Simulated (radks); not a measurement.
Neutral oxygen inside a hard spherical wall (all orbitals vanish at R), configuration held at [He] 2s2 2p4 and not refilled when levels cross. Method: non-relativistic Kohn-Sham, PBE, spin-polarised, spherical densities, point nucleus; open shells are filled with parallel spins first; computed with a radial shooting solver on a logarithmic mesh with Libxc functionals. Eigenvalues in eV for spin up, with the zero of energy where the potential of the charges vanishes at infinity; a dash marks a level that is unbound or too diffuse for the functional's potential to be trusted. A positive occupied level is held by the wall or, in an anion where self-interaction has pushed it up, behind a barrier. The pressure on the wall is -dE/dV.

R (bohr),E (hartree),kinetic (hartree),e(1s),e(2s),e(2p),"e(3s, empty)","e(3p, empty)",pressure (GPa)
free,-75.00096,74.797,-514.38,-25.169,-10.231,-,-,0
20,-75.00096,74.797,-514.38,-25.169,-10.231,-,-,< 0.0001
12,-75.00096,74.797,-514.38,-25.168,-10.231,-,-,< 0.0001
10,-75.00096,74.797,-514.38,-25.168,-10.230,0.183,1.749,< 0.0001
7,-75.00071,74.800,-514.34,-25.142,-10.205,1.508,3.996,0.0192
5,-74.99439,74.845,-513.87,-24.818,-9.861,5.894,9.838,1.03
4,-74.96405,75.020,-512.48,-23.913,-8.853,13.157,18.196,9.63
3.5,-74.90920,75.298,-510.62,-22.749,-7.520,20.778,26.258,32.7
2.5,-74.33968,77.593,-498.86,-15.073,1.188,61.680,65.324,521
2,-73.02881,81.774,-482.04,-2.183,14.906,120.73,117.24,2630
